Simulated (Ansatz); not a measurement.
Reaction (hydrogenolysis of a B–Si bond): `C=NB(C)[SiH3]` + H₂ → `C=NBC` + SiH₄

Program: Ansatz. Geometries: PBE0-D4/def2-TZVP. ΔE: electronic, gas phase. CCSD(T)/CBS is the MP2 limit (def2-TZVPP, def2-QZVPP) plus CCSD(T) − MP2 in def2-TZVPP, frozen cores. This one scheme is used for every species. DFT in def2-TZVPP. One conformer a species, not always the lowest.

| level | ΔE (kJ/mol) |
| --- | --- |
| r2SCAN | -23.6 |
| PBE0 | -28.3 |
| HF/def2-TZVPP | -64.4 |
| SCS-MP2/def2-TZVPP | -35.6 |
| CCSD/def2-TZVPP | -36.8 |
| CCSD(T)/def2-TZVPP | -30.1 |
| SCS-MP2/def2-QZVPP | -34.3 |
| CCSD/CBS(def2) | -34.1 |

Q: What does CCSD(T)/CBS give? (An estimate is asked.)

A: Ansatz gave: -27.5 kJ/mol. The listed levels differ from it by 3.9, -0.8, -36.9, -8.1, -9.3, -2.6, -6.8, -6.6 kJ/mol.

Largest T1 diagnostic among the species: 0.015.

In def2-TZVPP, CCSD(T) changes the Hartree–Fock value by +34.3 kJ/mol (the triples alone add +6.6 kJ/mol) and MP2 by +36.8 kJ/mol. The D4 term adds +11.4 kJ/mol with B3LYP and +6.5 kJ/mol with PBE0; it sums over pairs of atoms, weighted by their polarisabilities, and B3LYP, whose exchange is more repulsive, gets the larger term.

B3LYP here is the variant with VWN-RPA as its local correlation; programs differ in this.
